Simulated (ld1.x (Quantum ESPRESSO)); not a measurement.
**As: one change to a TM potential, before and after**

arsenic (As), norm-conserving Troullier–Martins (Kleinman–Bylander form), made with ld1.x (Quantum ESPRESSO) 7.5 (PBE, scalar-relativistic). Core [Ar], reference 3d10 4s2 4p2 (charge +1). Waves: 4s (bound): rc 1.15 bohr; 4p (bound): rc 2.05 bohr; 3d (bound): rc 1.25 bohr. Local part: all-electron potential smoothed inside 0.90 bohr (lloc = -1). Core correction: none.

All-electron outer shells of the reference configuration (PBE, scalar-relativistic, ld1.x):

```json
{"shell": "3p", "level (eV)": "-143.45", "outermost node (bohr)": "0.22", "outermost maximum (bohr)": "0.52"}
{"shell": "3d", "level (eV)": "-50.40", "outermost node (bohr)": "–", "outermost maximum (bohr)": "0.47"}
{"shell": "4s", "level (eV)": "-23.36", "outermost node (bohr)": "0.73", "outermost maximum (bohr)": "1.59"}
{"shell": "4p", "level (eV)": "-13.34", "outermost node (bohr)": "0.78", "outermost maximum (bohr)": "1.90"}
```

Change: wave 4p (bound): rc 2.05 bohr becomes 4p (bound): rc 1.38 bohr.

Cutoffs: the cutoffs (Ry, on a coarse ladder) from which the occupation-weighted sum of valence levels, in a spherical-Bessel basis at the reference potential, stays within 10 and 1 mRy of its value at 400 Ry; they do not see the model core or the augmentation charge, which bear on the density cutoff. Errors are all-electron minus pseudo energies relative to the spin-unpolarised reference configuration.

Task: What does the change do?

Result: Both files keep a bound ghost (s); of the 7 tests that both files solve, the error grows in 6 and shrinks in 0 by more than 15 % and 0.3 meV (median size 8.3 → 11.0 meV). That the errors move this way runs against the usual rule that smaller radii transfer better.

| quantity | base | changed |
| --- | --- | --- |
| cutoff, loose | 200 Ry | 200 Ry |
| cutoff, tight | over 300 Ry | over 300 Ry |
| loose cutoff by channel (10 mRy a level) | s 60 Ry, p 6 Ry, d 160 Ry | s 60 Ry, p 18 Ry, d 160 Ry |
| bound ghosts | s | s |
| error for 3d10 4s2 4p3, meV [ΔE -9.15 eV] | +5.8 | +7.6 |
| error for 3d10 4s2 4p1, meV [ΔE 17.92 eV] | +2.4 | +5.7 |
| error for 3d10 4s2 4p0, meV [ΔE 45.62 eV] | -2.1 | +3.0 |
| error for 3d10 4s2 4p3.3, meV [ΔE -10.38 eV] | +8.3 | +11 |
| error for 3d9 4s2 4p3, meV [ΔE 41.68 eV] | +21 | +433 |
| error for 3d10 4s1 4p0, meV [ΔE 96.27 eV] | +68 | +72 |
| error for 3d9 4s2 4p4, meV [ΔE 30.95 eV] | -158 | +199 |

 A true bound ghost makes a file unfit for plane-wave use even where its test errors are small: the radial tests pick states by their node count and pass the ghost by.
